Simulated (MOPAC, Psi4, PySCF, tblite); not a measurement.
Interaction energy of H2 ··· H2Se (SMILES [H][H] and [SeH2]). Monomers: optimised at B3LYP-D3(BJ) (def2-TZVP), held rigid. Orientation: a random orientation, not optimised. The monomers approach along the line of their centres of mass (distance R); nothing else relaxes.

Geometry at R = 3.33 Å (first 2 atoms: monomer A):
```
5

H      0.3719     0.0000     0.0000
H     -0.3719     0.0000     0.0000
Se     0.7190     0.4259    -3.2375
H      1.3614    -0.3006    -2.1321
H      0.0106    -0.7886    -3.6679
```

- PM3, restricted, heats of formation (MOPAC)
- RKS-B3LYP/6-31G* = restricted B3LYP/6-31G*, spherical d, no counterpoise correction in PySCF
- GFN2-xTB (tblite)
- CCSD(T)/aug-cc-pVDZ = DF-CCSD(T)/aug-cc-pVDZ, frozen core, counterpoise-corrected (Psi4)

Interaction energies in kcal/mol; the last columns give the difference from CCSD(T):

```tsv
R / Å	PM3	RKS-B3LYP/6-31G*	GFN2-xTB	CCSD(T)/aug-cc-pVDZ	PM3 − CCSD(T)/aug-cc-pVDZ	RKS-B3LYP/6-31G* − CCSD(T)/aug-cc-pVDZ	GFN2-xTB − CCSD(T)/aug-cc-pVDZ
2.75	0.31	7.98	3.65	7.66	-7.35	0.32	-4.01
2.93	0.05	4.63	1.39	4.35	-4.30	0.29	-2.96
3.11	-0.09	2.66	0.26	2.39	-2.48	0.28	-2.13
3.33	-0.27	1.36	-0.29	1.08	-1.35	0.28	-1.37
3.50	-0.29	0.82	-0.42	0.54	-0.83	0.27	-0.96
3.75	-0.21	0.41	-0.41	0.15	-0.36	0.26	-0.56
4.01	-0.12	0.22	-0.33	0.00	-0.12	0.22	-0.32
4.33	-0.06	0.12	-0.22	-0.06	0.00	0.17	-0.17
4.81	-0.02	0.06	-0.12	-0.05	0.03	0.11	-0.07
5.57	0.00	0.02	-0.04	-0.02	0.02	0.04	-0.02
6.52	0.00	0.00	-0.02	-0.01	0.01	0.01	-0.01
7.83	0.00	0.00	0.00	0.00	0.00	0.00	0.00
```

PM3 is furthest from CCSD(T)/aug-cc-pVDZ at 2.75 (-7.35 kcal/mol, below); its mean absolute difference over the points is 1.40 kcal/mol.

RKS-B3LYP/6-31G* is furthest from CCSD(T)/aug-cc-pVDZ at 2.75 (0.32 kcal/mol, above); its mean absolute difference over the points is 0.19 kcal/mol.

GFN2-xTB is furthest from CCSD(T)/aug-cc-pVDZ at 2.75 (-4.01 kcal/mol, below); its mean absolute difference over the points is 1.05 kcal/mol.
